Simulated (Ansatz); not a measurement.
Reactions of `O[AsH2]`.

Computed with Ansatz on PBE0-D4/def2-TZVP structures; ΔE is electronic, products minus reactants. CBS: MP2 limit from def2 TZ/QZ plus the TZ coupled-cluster correction, frozen cores. This one scheme is used for every species. For As, Ge outer-core shells are correlated without core-valence functions, which leaves a few kJ/mol of doubt a bond. Scalar relativity is left out up to krypton. One conformer a species, not always the lowest.

Problem. Order these by ΔE at CCSD(T)/CBS, lowest first. (An estimate is asked.)
A. `O[AsH2]` + CH₃OH → `CO[AsH2]` + H₂O
B. `O[AsH2]` + NH₃ → `N[AsH2]` + H₂O
C. `O[AsH2]` + `[OH][GeH]([OH])[F]` → `O[AsH]O` + `[OH][GeH2][F]`
D. `O[AsH2]` + CH₃SH → `CS[AsH2]` + H₂O

Solution. D (-13.5 kcal/mol), A (-3.7 kcal/mol), B (+1.2 kcal/mol), C (+9.2 kcal/mol).

Largest T1 diagnostic: 0.013, for `O[AsH]O`.
